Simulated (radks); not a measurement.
The mean radii <r> (bohr) of the occupied orbitals of an atom or ion are listed with their occupations. Calculated with a radial shooting solver on a logarithmic mesh with Libxc functionals: scalar-relativistic Kohn-Sham, LDA (Slater exchange, Perdew-Wang correlation), spin-polarised, spherical densities, finite nucleus; Fermi nuclear charge, rms radius of each element as measured or else 0.836 A^(1/3) + 0.57 fm.

orbital  occ.      <r>
1s up       1  0.01968
1s down     1  0.01968
2s up       1  0.08340
2s down     1  0.08340
2p up       3  0.07417
2p down     3  0.07417
3s up       1   0.2170
3s down     1   0.2170
3p up       3   0.2164
3p down     3   0.2164
3d up       5   0.1962
3d down     5   0.1962
4s up       1   0.4879
4s down     1   0.4879
4p up       3   0.5179
4p down     3   0.5180
4d up       5   0.5588
4d down     5   0.5590
5s up       1    1.187
5s down     1    1.188
5p up       3    1.400
5p down     3    1.398
4f up       7   0.7336
4f down     6   0.7361
6s up       1    3.055

Name the element and its charge. Open shells, if any, are filled with parallel spins first.

Answer. Z = 70, ytterbium, charge +2: Yb2+ in [Xe] 4f13 6s1. The 1s radius gives Z: for a bare nucleus <r> = (2 gamma + 1)/(2Z) with gamma = sqrt(1 - (Z/c)^2), 0.01942 bohr for Z = 70, and screening makes it slightly larger (0.01968 here). The occupations add up to 68, and the charge is Z minus that.
